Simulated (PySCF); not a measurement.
Isomers of C6H7F, one GFN2-xTB conformer each. Single-point energies are computed at PBE0/pcSseg-1 (PySCF, gas phase, no added dispersion term), electronic only.

Problem. Rank them by PBE0/pcSseg-1 energy, lowest first (kJ/mol).
A. `[CH3:1][C:2]#[C:3]/[CH:4]=[CH:5]/[CH2:6][F:7]` with C4–C5–C6–F7 0°
B. `[CH2:1]=[CH:2][C@H:3]([F:4])[C:5]#[C:6][CH3:7]` with C1–C2–C3–F4 -136°
C. `[CH2:1]=[CH:2][C@@H:3]1[CH:4]=[CH:5][C@H:6]1[F:7]` with C1–C2–C3–C4 -133°

Solution. C (0.0), A (1.8), B (31.3).

As drawn, the lowest has a four-membered ring, which the highest lacks; the highest has a C≡C bond, which the lowest lacks. Neighbours under 10 kJ/mol apart (C=C[C@@H]1C=C[C@H]1F and CC#C/C=C/CF) can change places with a better method, another conformer or zero-point energy. GFN2-xTB itself gives, in the same order: 6.2, 0.0, 28.0. GFN2-xTB puts CC#C/C=C/CF lowest instead; measured from each level's own lowest isomer, the values differ by up to 6.2 kJ/mol (C=C[C@@H]1C=C[C@H]1F: 6.2 against 0.0).

Problem. Which frontier levels, dipoles and rotational constants go with these structures?

Solution. 
```csv
SMILES,"HOMO (eV, PBE0/pcSseg-1)",LUMO (eV),dipole (D),"A, B, C (MHz)"
C=C[C@@H]1C=C[C@H]1F,-7.61,-0.40,1.80,"4802, 1958, 1531"
CC#C/C=C/CF,-6.64,-0.59,2.03,"15036, 852.3, 814.8"
C=C[C@H](F)C#CC,-7.50,-0.26,2.37,"4362, 1425, 1134"
```
